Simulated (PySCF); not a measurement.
# Exercise with solution: entropy of an ideal gas

Ta(S)(F)2(OH) (F₂HOSTa), SMILES [OH][Ta]([F])([F])=[S], multiplicity 1.

Geometry optimised at PBE-D3(BJ)/def2-SVP. The spin state was assumed, not searched. The def2 effective core potentials stand for the cores of Ta; spin–orbit coupling is left out. One conformer was computed; it need not be the lowest.

PBE-D3(BJ)/def2-SVP (PySCF) gives the harmonic wavenumbers 156, 163, 180, 185, 191, 377, 496, 530, 675, 681, 729, 3770 cm⁻¹ and the rotational temperatures 0.1338, 0.0962, 0.0936 K. The molar mass is 268.01 g/mol, the symmetry number 1, the spin multiplicity 1.

### Question
Work out the entropy at 298.15 K and 1 atm in the rigid-rotor, harmonic-oscillator model.

### Answer

Translation (Sackur–Tetrode at 1 atm): S = R[1.5 ln M + 2.5 ln T − 1.16487] = 178.5 J/(mol K).
Rotation: q = (√π/σ) T^1.5/√(θA θB θC) = 263000, S = R[ln q + 3/2] = 116.2 J/(mol K).
Vibration: with u = 1.4388 ν/T, each mode gives R[u/(e^u − 1) − ln(1 − e^−u)]:
```tsv
ν (cm⁻¹)	modes	u	S (J/(mol K))
156	1	0.75	10.87
163	1	0.79	10.52
180	1	0.87	9.74
185	1	0.89	9.53
191	1	0.92	9.28
377	1	1.82	4.40
496	1	2.39	2.80
530	1	2.56	2.46
675	1	3.26	1.41
681	1	3.29	1.38
729	1	3.52	1.14
```
The stiffer modes add less than 0.005 each. Sum 63.5 J/(mol K).
Spin: R ln 1 = 0.0 J/(mol K).
Total 358.2 J/(mol K); the program's own thermochemistry gives 358.3. Translation makes up 50 % and vibration 18 %. Anharmonicity, hindered rotation and orbital degeneracy are left out.
